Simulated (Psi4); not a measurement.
H₇NSi₂, triplet, at the geometry of the source list (a higher spin typed on purpose: for a closed-shell molecule this is an excited state). Base run: Psi4 1.11 with HF/6-311G**.

Geometry (Å):
```xyz
10

Si     1.5056    -0.2734     0.3625
N      0.0713    -0.1020    -0.5914
Si    -1.5227     0.3758    -0.1147
H      2.5999    -0.4186    -0.5979
H      1.6281     0.9379     1.1690
H      1.4494    -1.4502     1.2392
H      0.1006    -0.6061    -1.4630
H     -2.2031    -0.6672     0.6635
H     -2.2477     0.6206    -1.3619
H     -1.3814     1.5831     0.6947
```
Charge 0, spin multiplicity 3.
Orbitals are unrestricted.
All else is at Psi4's defaults (density fitting).
Base energy -636.24634 Eh.

The base run was repeated with changes; each row names its change, and settings that it needs were set with it.

```csv
change,ΔE vs base (µEh),SCF cycles,basis functions
base,0.0,12,112
scf_type = out_of_core,-75.8,12,112
puream = false,-670,12,115
scf_type = cd,119,12,112
df_basis_scf = cc-pvtz-jkfit,0.0,12,112
ints_tolerance = 1e-8,0.0,12,112
puream = true,0.0,12,112
d_convergence = 1e-8,-0.1,17,112
guess = huckel,0.0,14,112
soscf = true,-0.1,8,112
level_shift = 1.0,0.0,12,112
diis_max_vecs = 3,0.0,15,112
cholesky_tolerance = 1e-3 (with scf_type cd),6447,12,112
```

Open shells are given as the SCF converged; they aren't shown to be the lowest states, and a large step between rows can be another state.
